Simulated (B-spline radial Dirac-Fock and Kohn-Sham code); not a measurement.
Auger parameter of vanadium: the K level and its strongest K-LL line

Calculated with a radial atomic solver, using Dirac-Fock energy differences between relaxed states, corrected for Breit and QED terms. The modified Auger parameter α′ is the binding energy plus the kinetic energy of the Auger electron; it does not depend on the energy zero. For free ions it tends to fall with charge, since less charge screens the final holes.

```tsv
species	configuration	binding 1s (eV)	Auger line	kinetic (eV)	α′ (eV)
V	[Ar] 3d3 4s2	5476.7	L2L3 J=2	4358.8	9835.5
V	[Ar] 3d4 4s1	5470.8	L2L3 J=2	4369.0	9839.9
V	[Ar] 3d5	5467.0	L2L3 J=2	4377.6	9844.6
V	[Ar] 3d2 4s2 4p1	5485.1	L2L3 J=2	4346.1	9831.2
V⁺	[Ar] 3d4	5479.1	L2L3 J=2	4359.0	9838.1
V⁺ (Watson 2.7 Å)	[Ar] 3d4	5473.7	L2L3 J=2	4364.4	9838.1
V²⁺	[Ar] 3d3	5495.5	L2L3 J=2	4336.8	9832.3
V³⁺	[Ar] 3d2	5515.6	L2L3 J=2	4311.3	9826.9
V³⁺ (Watson 2 Å)	[Ar] 3d2	5494.0	L2L3 J=2	4332.9	9826.9
V³⁺ (Watson 2.7 Å)	[Ar] 3d2	5499.6	L2L3 J=2	4327.3	9826.9
V⁴⁺	[Ar] 3d1	5538.7	L2L3 J=2	4283.1	9821.7
V⁴⁺ (Watson 3 Å)	[Ar] 3d1	5519.5	L2L3 J=2	4302.3	9821.7
V⁵⁺	[Ne] 3s2 3p6	5564.6	L2L3 J=2	4252.1	9816.8
V⁵⁺ (Watson 1.8 Å)	[Ne] 3s2 3p6	5524.6	L2L3 J=2	4292.1	9816.8
V⁵⁺ (Watson 2 Å)	[Ne] 3s2 3p6	5528.6	L2L3 J=2	4288.1	9816.8
```
